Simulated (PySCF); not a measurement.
## Ba: excitation energy

Ba [Xe] 6s2 (1S) → Ba [Xe] 5d1 6s1, s spin flipped, as a difference of total energies. Computed with PySCF 2.14 in x2c-TZVPPall (11s7p6d2f1g, 85 functions), with the spin-free X2C one-electron Hamiltonian (Gaussian nucleus). Correlated levels: valence: [Xe] frozen. The calculations carry no spin-orbit coupling.

```tsv
method	excitation energy (eV)
UHF	1.160
MP2 (valence)	1.408
SCS-MP2 (valence)	1.458
```

How much does correlation contribute at MP2 (valence)?

1.408 − (1.160) = 0.248 eV, measured against UHF.

The upper determinant mixes two multiplicities, so it lies between the two terms.

The coupled-cluster amplitudes are large for the upper state (T1 above 0.03 or a double amplitude above 0.15), so a single reference is strained.
